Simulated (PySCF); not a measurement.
CH₇FOSi₂, SMILES [SiH2](C)O[SiH2]F. Atoms are numbered in the order given.

```xyz
12

Si     1.4649    -0.7582    -0.1851
F      0.9328    -0.5961    -1.7292
O      0.2438    -0.3403     0.8505
Si    -0.9512     0.8539     0.9538
C     -2.1484     0.6702    -0.4792
H      1.8097    -2.1939     0.0440
H      2.6385     0.1606    -0.0324
H     -1.6291     0.6645     2.2797
H     -0.2914     2.2088     0.9230
H     -1.5906     0.6982    -1.4372
H     -2.8993     1.4865    -0.4815
H     -2.6855    -0.2979    -0.4228
```

The structure is a stationary point at PBE-D3(BJ)/def2-SVP. This is a generated structure with no PubChem entry under its InChIKey; it may be hypothetical. One conformer was computed; it need not be the lowest.

The numbers are results of PySCF with PBE-D3(BJ)/def2-SVP, not measurements.

Frequencies are harmonic and unscaled.

| mode | ν (cm⁻¹) | IR (km/mol) | moving atoms (share of kinetic energy) |
|---|---|---|---|
| 1 | 28 | 2.0 | F 31 %, H 30 %, Si 23 %, C 15 % |
| 2 | 49 | 1.7 | C 26 %, O 25 %, H 23 %, F 21 % |
| 3 | 87 | 1.2 | O 30 %, H 24 %, Si 21 %, F 20 % |
| 4 | 165 | 0.2 | H 92 % |
| 5 | 210 | 5.9 | Si 30 %, H 23 %, C 21 %, F 15 %, O 11 % |
| 6 | 345 | 18.2 | O 49 %, F 23 %, Si 18 %, H 9 % |
| 7 | 485 | 8.0 | H 92 % |
| 8 | 584 | 0.8 | Si 52 %, O 20 %, H 19 % |
| 9 | 674 | 54.4 | H 75 %, Si 19 % |
| 10 | 678 | 0.1 | H 48 %, C 33 %, Si 18 % |
| 11 | 702 | 8.6 | H 95 % |
| 12 | 724 | 66.5 | H 75 %, O 14 %, Si 9 % |
| 13 | 741 | 44.4 | H 55 %, C 24 %, Si 19 % |
| 14 | 831 | 35.2 | F 53 %, H 26 %, Si 21 % |
| 15 | 854 | 36.5 | H 76 %, C 18 % |
| 16 | 886 | 423.7 | H 80 %, Si 14 % |
| 17 | 926 | 167.8 | H 93 % |
| 18 | 946 | 160.7 | H 84 %, Si 13 % |
| 19 | 960 | 119.4 | H 71 %, Si 22 % |
| 20 | 1047 | 390.1 | O 75 %, Si 19 % |
| 21 | 1219 | 31.8 | H 78 %, C 22 % |
| 22 | 1376 | 3.6 | H 96 % |
| 23 | 1386 | 4.0 | H 96 % |
| 24 | 2149 | 114.2 | H 97 % |
| 25 | 2183 | 139.3 | H 97 % |
| 26 | 2196 | 118.2 | H 97 % |
| 27 | 2220 | 134.2 | H 96 % |
| 28 | 2977 | 1.0 | H 97 % |
| 29 | 3081 | 2.5 | H 91 %, C 9 % |
| 30 | 3084 | 1.0 | H 91 %, C 9 % |
